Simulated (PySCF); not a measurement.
Excitations are Tamm–Dancoff values on a coarser integration grid. The basis has no diffuse functions, so Rydberg states are missing or too high.

Z-matrix (Å, degrees):
```
Sn
O 1 1.9668
C 2 1.4048 1 121.56
H 3 1.1025 2 107.96 1 167.63
H 3 1.1048 4 107.91 2 122.30
H 3 1.1065 4 107.44 5 116.32
O 1 1.9693 2 105.54 3 -161.96
C 7 1.4065 1 120.69 2 42.71
H 8 1.1024 7 108.01 1 -168.79
H 8 1.1047 9 107.91 7 -122.23
H 8 1.1061 9 107.63 10 -116.27
O 1 1.9755 2 102.81 3 -41.49
C 12 1.4029 1 121.44 2 175.46
H 13 1.1027 12 108.30 1 -165.94
H 13 1.1062 14 107.63 12 121.66
H 13 1.1066 14 107.53 15 115.77
S 1 2.3945 2 118.90 3 82.05
H 17 1.3536 1 89.50 2 106.18
```
Charge 0, spin multiplicity 1.

**Question.** Give the HOMO, T1 excitation (TDA) and HOMO–LUMO gap at the level PBE0-D3(BJ)/def2-TZVP // PBE0-D3(BJ)/def2-SVP (PySCF).

**Answer.** 
```json
{
 "HOMO": "-7.86 eV",
 "T1 excitation (TDA)": "4.22 eV",
 "HOMO–LUMO gap": "6.10 eV"
}
```
